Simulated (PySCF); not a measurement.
BeH6O2Si2.

```xyz
11

Be    -0.0004    -0.0050     0.0004
O     -1.1627     0.1545     0.7852
Si    -2.5201     0.3468     1.7020
H     -2.4000    -0.4311     2.9694
H     -3.7185    -0.1353     0.9553
H     -2.7134     1.7872     2.0400
O      1.1620    -0.1633    -0.7844
Si     2.5205    -0.3422    -1.7024
H      2.2621    -1.2902    -2.8252
H      3.6373    -0.8776    -0.8704
H      2.9345     0.9734    -2.2713
```

Geometry: B3LYP-D3(BJ)/def2-SVP. The structure was generated by enumeration; whether it is a known compound was not checked. One conformer was computed; it need not be the lowest.

Calculation: B3LYP/pcSseg-1 (PySCF). Non-relativistic, no solvent.

### Question
Give the absolute GIAO shielding of each atom: isotropic value and principal components (ppm). (The exact figures need the calculation; the answer reports its results.)

### Answer

```tsv
atom	σ(iso)	σ11	σ22	σ33	span
Be1	107.2	78.6	78.6	164.4	85.8
O2	321.7	311.8	311.8	341.6	29.8
Si3	384.6	344.4	344.4	465.1	120.7
H4	26.4	23.4	24.9	31.1	7.7
H5	26.4	23.4	24.9	31.1	7.7
H6	26.4	23.4	24.9	31.1	7.7
O7	321.7	311.8	311.8	341.6	29.8
Si8	384.6	344.4	344.4	465.1	120.7
H9	26.4	23.4	24.9	31.1	7.7
H10	26.4	23.4	24.9	31.1	7.7
H11	26.4	23.4	24.9	31.1	7.7
```
